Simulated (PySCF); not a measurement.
```xyz
9

C      1.8461    -0.1954     0.1255
C      0.6337    -0.3080    -0.3179
C     -0.6039    -0.3862    -0.7387
C     -1.6382     0.5363    -0.2359
O     -2.7916     0.5057    -0.5914
H      2.1770    -0.7432     1.0004
H      2.5682     0.4429    -0.3707
H     -0.9116    -1.1281    -1.4680
H     -1.2795     1.2759     0.5062
```

Charge 0, multiplicity 1.

**Question.** Give the Mulliken and meta-Löwdin atomic charges from PBE-D3(BJ)/def2-TZVP // B3LYP-D3(BJ)/def2-TZVP run with PySCF.

**Answer.** 
| atom | Mulliken (e) | meta-Löwdin (e) |
|---|---|---|
| C1 | -0.27 | -0.30 |
| C2 | 0.05 | 0.08 |
| C3 | -0.13 | -0.21 |
| C4 | 0.08 | 0.25 |
| O5 | -0.23 | -0.37 |
| H6 | 0.15 | 0.16 |
| H7 | 0.15 | 0.16 |
| H8 | 0.13 | 0.16 |
| H9 | 0.06 | 0.08 |
